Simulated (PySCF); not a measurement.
Nb(S)(OH)2(Me) (CH₅NbO₂S), SMILES [CH3][Nb]([OH])([OH])=[S], multiplicity 1. The structure is a stationary point at B3LYP-D3(BJ)/def2-SVP. The spin state was assumed, not searched. The structure was generated by enumeration; whether it is a known compound was not checked. The def2 effective core potentials stand for the cores of Nb; spin–orbit coupling is left out. One conformer was computed; it need not be the lowest.

Method: B3LYP-D3(BJ)/def2-SVP (PySCF 2.14.0).

Harmonic wavenumbers (cm⁻¹): 153, 156, 163, 172, 173, 195, 347, 366, 470, 483, 539, 555, 567, 624, 730, 758, 1177, 1399, 1403, 3005, 3103, 3120, 3872, 3876. Rotational constants (GHz): 2.755, 1.979, 1.957; symmetry number 1.

Task: Work out the zero-point energy and the ideal-gas rigid-rotor harmonic-oscillator thermochemistry at 298.15 K and 1 atm.

Result: ZPE = ½ Σ hcν = ½ × 27404 cm⁻¹ = 39.18 kcal/mol. H − E(el) = 45.19 kcal/mol. Entropy in cal/(mol K): translation 41.37, rotation 27.80, vibration 21.09, total 90.26. G − E(el) = 18.28 kcal/mol. Cp = 31.27 cal/(mol K).
